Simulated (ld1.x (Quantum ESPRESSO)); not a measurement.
# u(r) = r·R(r): atom against pseudo-atom (Tm)

Columns: radius, all-electron u(r) and pseudo u(r) of the 5d shell (level -2.53 eV) of thulium in the configuration [Xe] 4f12 5d1 6s1.5 6p0.5; PBE, scalar-relativistic, TM scheme, ld1.x (Quantum ESPRESSO) 7.5.

| r (bohr) | all-electron | pseudo |
| --- | --- | --- |
| 0.182 | 0.1054 | 0.0040 |
| 0.365 | -0.2215 | 0.0300 |
| 0.548 | -0.1886 | 0.0916 |
| 0.730 | 0.0237 | 0.1874 |
| 0.912 | 0.2367 | 0.3030 |
| 1.095 | 0.3998 | 0.4175 |
| 1.277 | 0.5082 | 0.5103 |
| 1.460 | 0.5734 | 0.5731 |
| 1.642 | 0.6061 | 0.6060 |
| 1.825 | 0.6167 | 0.6167 |
| 2.007 | 0.6124 | 0.6124 |
| 2.190 | 0.5985 | 0.5985 |
| 2.372 | 0.5788 | 0.5788 |
| 2.555 | 0.5556 | 0.5556 |
| 2.738 | 0.5307 | 0.5307 |
| 2.920 | 0.5053 | 0.5053 |
| 3.102 | 0.4798 | 0.4798 |
| 3.285 | 0.4544 | 0.4544 |
| 3.468 | 0.4295 | 0.4295 |
| 3.650 | 0.4052 | 0.4052 |
| 3.832 | 0.3815 | 0.3815 |
| 4.015 | 0.3585 | 0.3585 |
| 4.198 | 0.3362 | 0.3362 |
| 4.380 | 0.3150 | 0.3150 |
| 4.562 | 0.2947 | 0.2947 |
| 4.745 | 0.2753 | 0.2753 |

Problem. How many radial nodes do the two functions have?

Solution. The all-electron 5d function has n − l − 1 = 2; the pseudo-wave has 0, since the states of the same l below it are removed with the core.

Problem. At about which radius was the pseudo-wave matched?

Solution. 1.90 bohr. The columns agree to 0.0005 from 1.46 bohr on; several derivatives are matched, so the curves merge somewhat inside the radius.

Problem. Is the pseudo-wave norm-conserving?

Solution. Yes: the TM scheme keeps the norm inside the radius equal to the all-electron one, which fixes the energy derivative of the logarithmic derivative at the level.
